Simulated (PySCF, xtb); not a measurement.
CH4BBrO2, SMILES COB(O)Br.

GFN2-xTB in xtb at its own geometry gives an orbital gap of 6.28 eV and a dipole moment of 5.68 D.

The structure is a stationary point at B3LYP-D3(BJ)/def2-SVP. The structure was generated by enumeration, and PubChem lists no compound with its InChIKey, so it may never have been made. The values are those of a single conformer.

### Question
What does r2SCAN/def2-TZVP in PySCF give? (An estimate is asked for; the answer gives what the named calculation found.)

### Answer
gap 7.59 eV (levels -7.30 and 0.29 eV), dipole 2.12 D.
